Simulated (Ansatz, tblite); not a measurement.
Spin states of In₂Te₃, each relaxed with r2SCAN-D4/def2-SVP in Ansatz. Electronic energies in the gas phase.

In the def2 sets In, Te take a core potential; there is no spin–orbit coupling. The xTB rows come from tblite. LC-ωPBE has ω = 0.4 bohr⁻¹. Correlated methods freeze 20 core orbitals; core or outer-core shells of In, Te are correlated, in sets that lack core-valence functions. The rows differ in basis, and correlated rows in double-zeta sets carry the largest basis error. In CCSD on the charge 0 quintet the largest single amplitude is 0.19, so its Hartree–Fock determinant may place the open shell otherwise than the density functionals do. The structure comes from a short search, and lower isomers may exist.

Singlet geometry (C2v within 0.1 Å):

```
atom   x (Å)   y (Å)   z (Å)
 In1   2.343  -0.652   0.030
 In2  -1.696   1.729  -0.216
 Te3   0.167   0.490   1.996
 Te4  -0.858  -1.430   0.247
 Te5   0.045  -0.137  -2.057
```

Triplet geometry (C2v within 0.1 Å):

| atom | x (Å) | y (Å) | z (Å) |
| --- | --- | --- | --- |
| In1 | -1.414 | -0.053 | -1.565 |
| In2 | 0.503 | 1.070 | 1.747 |
| Te3 | 1.180 | 1.526 | -1.200 |
| Te4 | 1.159 | -1.295 | -0.232 |
| Te5 | -1.429 | -1.248 | 1.250 |

Quintet geometry (D3h within 0.1 Å):

```csv
atom,x (Å),y (Å),z (Å)
In1,1.478,1.006,1.224
In2,-1.479,-1.005,-1.224
Te3,-1.351,0.124,1.530
Te4,1.229,-1.626,-0.148
Te5,0.123,1.501,-1.383
```

⟨S²⟩: triplet 2.03 at PBE0-D4/def2-TZVP (pure 2.00), quintet 6.03 at PBE0-D4/def2-TZVP (pure 6.00).

Run but left out: MP2/def2-SVP, MP2/def2-TZVP (triplet: ⟨S²⟩ 2.23 to 2.24, where a pure state has 2.00).

Only these spin states were relaxed. The quintet has other bonds than the singlet, so the gap mixes isomer and spin.

```tsv
level	triplet − singlet (kJ/mol)	quintet − singlet (kJ/mol)	lowest of these	remarks
GFN1-xTB	162.2	319.5	singlet	–
GFN2-xTB	228.6	364.9	singlet	–
HF/def2-SVP	126.4	133.6	singlet	spin-contaminated (⟨S²⟩ 2.23) (triplet), spin-contaminated (⟨S²⟩ 6.12) (quintet)
HF/def2-TZVP	129.9	143.6	singlet	spin-contaminated (⟨S²⟩ 2.24) (triplet), spin-contaminated (⟨S²⟩ 6.14) (quintet)
PBE-D4/def2-TZVP	92.4	158.0	singlet	–
r2SCAN-D4/def2-TZVP	89.1	136.9	singlet	–
PBE0-D4/def2-TZVP	109.7	165.0	singlet	–
LC-ωPBE/def2-TZVP	141.7	193.8	singlet	–
PBE-QIDH/def2-TZVP	117.6	168.2	singlet	–
CCSD/def2-SVP	114.1	152.2	singlet	spin-contaminated (⟨S²⟩ 2.23) (triplet), spin-contaminated (⟨S²⟩ 6.12) (quintet)
CCSD(T)/def2-SVP	100.8	140.1	singlet	spin-contaminated (⟨S²⟩ 2.23) (triplet), spin-contaminated (⟨S²⟩ 6.12) (quintet)
```

Change of the quintet − singlet gap on mixing in exact exchange, in kJ/mol: PBE to PBE0 (25 % exact exchange) 7.0.

The xTB methods have no term that favours high spin, so they put low spin too low.
